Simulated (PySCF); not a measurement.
A calculated (TPSS, PySCF 2.14, Sapporo-DZP-2012, scalar relativity by spin-free X2C-1e) atom or ion has these occupied shells.

```tsv
shell	electrons	orbital energy (eV)	rms radius, mean of both spins (bohr)
1s	2	-1814.6	0.129
2s	2	-162.16	0.619
2p	6	-117.35	0.600
3s	2	-28.581	2.10
```

**Question.** Name the element and its charge.

**Answer.** Si(2+) (silicon, charge +2), in [Ne] 3s2, closed-shell 1S.
